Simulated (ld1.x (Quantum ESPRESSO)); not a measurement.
What the settings do to the TM potential of Ti

Base potential:

```
Element                 : titanium (Ti)
Generator               : ld1.x (Quantum ESPRESSO) 7.5
Type                    : norm-conserving Troullier–Martins (Kleinman–Bylander form)
Functional              : LDA (PZ)
Relativity              : fully relativistic
Frozen core             : [Ne] 3s2
Valence charge          : 10
Reference configuration : 3p6 3d2 4s2 4p0
Partial waves           : 4s (bound): rc 3.10 bohr; 3p (bound): rc 1.15 bohr; 3d (bound): rc 1.45 bohr
Local potential         : the d channel
Core correction         : none
```

Open shells are filled in proportion to 2j + 1 (rel_dist='average').

All-electron outer shells of the reference configuration (LDA (PZ), scalar-relativistic, ld1.x):

```tsv
shell	level (eV)	outermost node (bohr)	outermost maximum (bohr)
2p	-443.98	–	0.22
3s	-62.26	0.40	0.87
3p	-38.78	0.37	0.90
4s	-4.60	1.25	2.88
3d	-4.46	–	0.97
4p	-1.54	1.39	3.80
```

Cutoffs, loose and tight: the cutoffs (Ry, on a coarse ladder) from which the occupation-weighted sum of valence levels, in a spherical-Bessel basis at the reference potential, stays within 10 and 1 mRy of its value at 400 Ry. They do not see the model core or the augmentation charge, which bear on the density cutoff. Test errors are all-electron minus pseudo excitation energies from the reference, over the configurations 3p6 3d2 4s1 4p0; 3p6 3d2 4s0 4p0; 3p6 3d1 4s0 4p0; 3p6 3d2 4s0 4p1; 3p6 3d2 4s1 4p1; 3p6 3d0 4s0 4p0; 3p6 3d3 4s1 4p0. A dash means not determined; rows that change the core or the reference have their own tests.

A true bound ghost makes a file unfit for plane-wave use even where its test errors are small: the radial tests pick states by their node count and pass the ghost by.

| change | outcome | cutoff, loose | cutoff, tight | bound ghosts | largest test error (meV) |
| --- | --- | --- | --- | --- | --- |
| base | generated | 90 Ry | 110 Ry | s | +324 |
| wave 4s (bound): rc 3.10 bohr becomes 4s (bound): rc 2.04 bohr | generated | 90 Ry | 110 Ry | s | +180 |
| wave 4s (bound): rc 3.10 bohr becomes 4s (bound): rc 2.38 bohr | generated | 90 Ry | 100 Ry | s | +364 |
| wave 4s (bound): rc 3.10 bohr becomes 4s (bound): rc 2.54 bohr | generated | 90 Ry | 110 Ry | s | +405 |
| wave 4s (bound): rc 3.10 bohr becomes 4s (bound): rc 2.86 bohr | generated | 90 Ry | 110 Ry | s | +392 |
| wave 4s (bound): rc 3.10 bohr becomes 4s (bound): rc 3.14 bohr | generated | 90 Ry | 110 Ry | s | +324 |
| wave 4s (bound): rc 3.10 bohr becomes 4s (bound): rc 3.54 bohr | generated | 90 Ry | 110 Ry | s | +83 |
| wave 4s (bound): rc 3.10 bohr becomes 4s (bound): rc 3.80 bohr | generated | 90 Ry | 110 Ry | s | -147 |
| wave 4s (bound): rc 3.10 bohr becomes 4s (bound): rc 4.08 bohr | generated | 90 Ry | 110 Ry | s | -441 |
| wave 4s (bound): rc 3.10 bohr becomes 4s (bound): rc 4.30 bohr | generated | 90 Ry | 100 Ry | s | -671 |
| wave 4s (bound): rc 3.10 bohr becomes 4s (bound): rc 4.58 bohr | generated | 90 Ry | 100 Ry | s | -1058 |

Reading the sweep of the s radius (base included, trends over the rows without a ghost): Bound ghosts are found at 2.04, 2.38, 2.54, 2.86, 3.1, 3.14, 3.54, 3.8, 4.08, 4.3, 4.58 bohr. Every judged row has one, so this setting neither creates nor removes them.
